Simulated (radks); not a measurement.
Spherical quantum dot in the effective-mass picture: electrons in a parabolic well V = omega^2 r^2 / 2 with omega = 1.03, with a point charge +2 (a donor) at the centre, all in effective atomic units (hartree* = m*/eps^2 hartree, bohr* = eps/m* bohr), one dielectric constant everywhere. Method: non-relativistic Kohn-Sham, PBEsol, spin-polarised, spherical densities; computed with a radial shooting solver with Libxc functionals. Levels are named by radial order and angular momentum (1s, 1p, 1d, 2s, ...), and open shells are averaged over m. Results are scaled to m* = 0.275 and eps = 11, for which hartree* = 61.84 meV and bohr* = 2.117 nm.

N = 16, configuration 1s2 1p6 1d(up 5, down 1) 2s2. This is the lowest configuration that the search found. Occupied and some empty levels:

level    occupation  eigenvalue (meV)  <r> (nm)
1s up             1            466.56     2.005
1s down           1            467.82     1.957
1p up             3            534.80     3.891
1p down           3            539.10     3.859
2s up             1            549.32     3.975
2s down           1            553.32     3.998
1d up             5            576.28     4.598
1d down           1            581.17     4.595
1f up             0            619.25     5.103
2p up             0            622.98     4.462
1f down           0            624.17     5.115
2p down           0            626.20     4.479
1g up             0            664.79     5.525
1g down           0            669.49     5.547

Energy (meV): total 5058.84, kinetic 1130.0, external 601.15, Hartree 3810.1, exchange-correlation -482.44.
